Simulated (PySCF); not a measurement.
**Excitation energy of Ge⁺ by level of theory**

Ge⁺ [Ar] 3d10 4s2 4p1 (2P) → Ge⁺ [Ar] 3d10 4s1 4p2 (4P), as a difference of total energies. Computed with PySCF 2.14 in aug-cc-pVQZ-DK, with the spin-free X2C one-electron Hamiltonian (Gaussian nucleus). Correlated levels: valence: [Ar] 3d10 frozen. The calculations carry no spin-orbit coupling.

| method | excitation energy (cm⁻¹) |
| --- | --- |
| UHF | 39207 |
| MP2 (valence) | 45950 |
| SCS-MP2 (valence) | 48493 |
| CCSD (valence) | 47892 |
| CCSD(T) (valence) | 48061 |

Errors of the correlated levels include the incompleteness of this basis and the frozen core.

For comparison: 51531 cm⁻¹ (measured; NIST levels, between the centres of gravity of the two terms).
